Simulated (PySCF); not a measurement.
Spinor energies of Se⁺ (selenium, charge +1)

Start: [Ar] 3d10 4s2 4p3; 4p1/2 filled at m_j = -1/2, +1/2; 4p3/2 filled at m_j = +3/2. Calculated with PySCF 2.14 in x2c-TZVPPall-2c (6s7p4d1f, 54 functions): generalised Hartree-Fock with the X2C-1e Hamiltonian and a Gaussian nucleus; one run each with spin-orbit coupling (SO) switched off, then screened by Boettger's factors.

| spinor shell | electrons | ε, spin-free (eV) | ε, screened SO (eV) | weight of nominal j (screened SO) | rms radius, screened SO (bohr) |
| --- | --- | --- | --- | --- | --- |
| 1s1/2 | 2 | -12747.9 | -12747.6 | 1.000 | 0.0508 |
| 2s1/2 | 2 | -1706.8 | -1706.7 | 1.000 | 0.212 |
| 2p1/2 | 2 | -1497.3 | -1526.0 | 1.000 | 0.187 |
| 3s1/2 | 2 | -261.08 | -261.05 | 1.000 | 0.612 |
| 3p1/2 | 2 | -193.20 | -197.49 | 0.996 | 0.629 |
| 3p3/2 | 4 | -193.20 | -191.12 | 0.998 | 0.639 |
| 3d3/2 | 4 | -80.909 | -81.497 | 0.963 | 0.695 |
| 3d5/2 | 6 | -80.909 | -80.486 | 0.976 | 0.696 |
| 4s1/2 | 2 | -32.429 | -32.422 | 1.000 | 1.91 |
| 4p1/2 | 2 | -21.439 | -21.529 | 0.551 | 2.26 |
| 4p3/2 | 1 | -21.439 | -21.260 | 1.000 | 2.28 |

(1) Where does 2p3/2 lie, and what is the 2p spin-orbit splitting (screened SO)?

| quantity | spin-free | screened SO |
| --- | --- | --- |
| E (hartree) | -2427.69232 | -2427.80848 |
| M_J | 3/2 | 3/2 |
| ⟨J²⟩ | 3.751 | 3.751 |
| ⟨L²⟩ | 0.000 | 0.015 |
| ⟨S²⟩ | 3.751 | 3.735 |

Each row is a mean over spinors that exchange with the open shell spreads, by up to 8.392 eV (4s1/2).

Rows whose weight is well below 1 are mixtures of j = l ± 1/2: exchange outweighs spin-orbit coupling there, and the label is only the starting occupation.

Without spin-orbit coupling the j labels of p, d and f shells carry no meaning; the spin-free column gives the mean over the occupied spinors of each nl shell.

Results:

(1) At -1483.6 eV, 42.409 eV above 2p1/2.
